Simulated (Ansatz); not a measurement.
The cluster Na₁₁⁺, relaxed as a singlet with RKS PBE/def2-SVP in Ansatz, starting from the GFN1-xTB geometry. Force threshold 0.02 eV/Å.

The restricted singlet is unstable towards broken spin symmetry in Hartree–Fock (as tested in another run); at PBE/def2-SVP this wasn't settled. The structure comes from a short search, and lower isomers may exist.

Start:

```tsv
atom	x (Å)	y (Å)	z (Å)
Na1	-0.352	2.860	1.779
Na2	1.995	2.216	-0.552
Na3	-2.695	0.274	1.282
Na4	-2.364	0.039	-2.155
Na5	-2.875	3.073	-0.804
Na6	1.262	-2.752	-0.622
Na7	0.615	-0.465	2.279
Na8	2.250	-6.035	0.157
Na9	1.412	-4.050	2.347
Na10	0.875	-0.039	-2.719
Na11	-0.123	4.879	-0.991
```

```
step  energy (eV)  largest force component (eV/Å)  SCF passes
   1  -48524.1832                           0.249          32
   2  -48524.2579                           0.197          21
   3  -48524.3905                           0.099          22
   4  -48524.4822                           0.062          21
   5  -48524.5527                           0.054          22
   6  -48524.6104                           0.044          22
   7  -48524.6554                           0.037          22
   8  -48524.6925                           0.037          21
   9  -48524.7248                           0.041          22
  10  -48524.7512                           0.038          22
  11  -48524.7681                           0.039          23
  12  -48524.7841                           0.033          22
  13  -48524.7992                           0.026          22
  14  -48524.8121                           0.019          23
  15  -48524.8214                           0.022          22
  16  -48524.8254                           0.021          23
  17  -48524.8274                           0.011          21
  18  -48524.8337                           0.031          22
  19  -48524.8402                           0.032          22
  20  -48524.8451                           0.018          22
  21  -48524.8518                           0.023          22
  22  -48524.8605                           0.028          22
  23  -48524.8701                           0.034          22
  24  -48524.8805                           0.037          22
  25  -48524.8908                           0.035          22
  26  -48524.9012                           0.022          22
  27  -48524.9078                           0.016          22
```

Force components are those of the run's own axes.

End:

```xyz
11

Na    0.1213    2.4104    1.3534
Na    3.0329    0.9549   -0.2392
Na   -1.9667   -0.3355    1.2418
Na   -2.2951   -1.2462   -2.1813
Na   -2.8548    2.5937   -0.7586
Na    0.9609   -1.8184   -0.9932
Na    1.2569   -0.7990    2.4226
Na    2.7016   -4.2063    1.1165
Na   -0.6449   -3.7617    1.5562
Na    0.0959    1.3339   -2.1044
Na   -0.4080    4.8742   -1.4138
```

Bonds lost: Na2–Na11 (atoms count from 1). Bonds formed: Na1–Na10, Na2–Na6, Na3–Na6, Na3–Na9, Na4–Na6, Na5–Na10, Na7–Na8, Na10–Na11 (atoms count from 1). Metal–metal contacts that move far: Na4–Na5 3.36 to 4.13 Å.

The force fell under the threshold at step 14, but the optimiser went on and released 0.096 eV more. No frequencies were taken in this run, so the end may be a saddle point.

It took 69 s on 4 threads of Intel Xeon Platinum 8488C on a shared host.
